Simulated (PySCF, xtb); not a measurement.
Sn(F)(SH) (FHSSn), SMILES [SH][Sn][F] (connectivity only; charge and spin as stated), neutral, multiplicity 1.

GFN2-xTB in xtb 6.7.1 at its own geometry gives an orbital gap of 3.46 eV and a dipole moment of 7.33 D.

Geometry optimised at PBE-D3(BJ)/def2-TZVP. The def2 effective core potentials stand for the cores of Sn; spin–orbit coupling is left out. The values are those of a single conformer.

Task: What does M06-2X/def2-TZVPD in PySCF give? (An estimate is asked for; the answer gives what the named calculation found.)

Result: gap 6.61 eV (levels -8.57 and -1.96 eV), dipole 3.77 D.
